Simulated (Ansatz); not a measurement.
System: sum formula ZrH$_{4}$S (charge 0, singlet). 
Structure (B3LYP-D3(BJ)/def2-TZVP (Ansatz, a quantum-chemistry and plane-wave program) minimum search):
SMILES: [SH][ZrH3]
```xyz
6

Zr    -0.6278    -0.1906    -0.0223
H     -0.9248    -1.2371     1.4764
H     -1.7129     1.3055    -0.0256
H     -0.9137    -1.1455    -1.5787
S      1.6781     0.5524    -0.0082
H      1.8146    -0.1369     1.1500
```
Charge 0, spin multiplicity 1.

Basis-set convergence of Hartree-Fock and CCSD(T) correlation energies (hartree) with Ansatz. Valence correlation only, unless marked. No spin-orbit coupling. The frozen core is the preceding noble-gas configuration, with the filled d and f shells of earlier blocks. In def2 rows, elements after Kr have scalar-relativistic effective core potentials.

| basis | functions | E(HF) | E(corr, CCSD(T)) |
|---|---|---|---|
| def2-SVP | 69 | -446.24135 | -0.28661 |
| def2-TZVPP | 154 | … | … |

Question: Fill in the missing entries.

Answer: 
- def2-TZVPP, E(HF): -446.39683
- def2-TZVPP, E(corr, CCSD(T)): -0.36354
